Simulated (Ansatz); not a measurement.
Computed with Ansatz on PBE0-D4/def2-TZVP structures; ΔE is electronic, products minus reactants. CCSD(T)/CBS adds triple-zeta CCSD(T) − MP2 to the extrapolated MP2 energy (def2 sets, frozen cores). This one scheme is used for every species. Functionals use def2-TZVPP. One conformer a species, not always the lowest.

`[AlH2][O]C[SiH2]S` + `C=C=N` → `C=C=[N][AlH2]` + `OC[SiH2]S`  (ligand exchange at the Al–O bond)

```csv
level,ΔE (kJ/mol),difference from CCSD(T)/CBS
LDA (SPW92),15.5,-2.4
revPBE-D4,17.1,-0.8
r2SCANh-D4,14.8,-3.1
r2SCAN0-D4,13.4,-4.5
BHLYP-D4,15.2,-2.7
CAM-B3LYP-D4,18.5,0.6
B2PLYP,14.9,-3.0
PBE-QIDH,12.1,-5.8
revPBE,13.0,-4.9
r2SCAN,15.0,-2.9
LC-ωPBE,15.7,-2.2
HF/def2-SVP,4.2,-13.7
CCSD/def2-SVP,19.0,1.1
HF/def2-TZVPP,8.2,-9.7
CCSD(T)/def2-TZVPP,18.6,0.7
MP2/CBS(def2),13.0,-4.9
CCSD(T)/CBS,17.9,0
```

Task: What do rigid-rotor, harmonic-oscillator terms from PBE0-D4/def2-TZVP frequencies (298.15 K, 1 bar) make of the CCSD(T)/CBS value? (Best estimate.)

Result: The calculation gave: ΔZPE = +0.6 kJ/mol, ΔH = +18.9 kJ/mol, ΔS = -2 J/(mol·K), ΔG = +19.6 kJ/mol. Modes under 50 cm⁻¹ make the entropy rough.

Largest T1 diagnostic among the species: 0.015.

The D4 term adds +3.8 kJ/mol with B3LYP and +2.3 kJ/mol with PBE0; it sums over pairs of atoms, weighted by their polarisabilities, and B3LYP, whose exchange is more repulsive, gets the larger term. From BLYP to BHLYP (50 % exact exchange), in def2-TZVPP and without D4, ΔE moves by −3.8 kJ/mol. Leaving LDA and LC-ωPBE aside and taking each functional with its dispersion term where it has one, the values, not all of them listed here, spread over 7.8 kJ/mol, from PBE-QIDH to BLYP-D4.

CCSD(T)/CBS has its own doubt, a few kJ/mol and more with outer-core shells, so smaller differences from it don't rank the levels.

B3LYP here is the variant with VWN-RPA as its local correlation; programs differ in this.
